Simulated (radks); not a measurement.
Results of a calculation; reference values are marked as such.
Polarisability of the argon ion Ar4+, [Ne] 3s2 3p2, at imaginary frequency. Code: a radial shooting solver on a logarithmic mesh with Libxc functionals. Model: non-relativistic Kohn-Sham, LB94 model potential, spin-polarised, spherical densities, point nucleus; open shells are filled with parallel spins first. Response by self-consistent Sternheimer equations with the Hartree and adiabatic LDA kernel.

w (hartree)  alpha1(iw) (bohr^3)
0.00266                    2.847
0.0143                     2.846
0.0360                     2.843
0.0697                     2.830
0.118                      2.800
0.186                      2.733
0.280                      2.603
0.413                      2.374
0.605                      2.015
0.892                      1.532
1.35                       1.005
2.12                      0.5549
3.59                      0.2571
6.94                     0.09867
17.5                     0.02590

Static values: alpha1 = 2.847 bohr^3 (0.4219 angstrom^3; uncoupled 4.790). C6 = 6.006, triple-dipole C9 = 12.42 atomic units. One-pole (London) frequency 4 C6 / (3 alpha1^2) = 0.988 hartree, against 2.711 for minus the highest occupied eigenvalue.
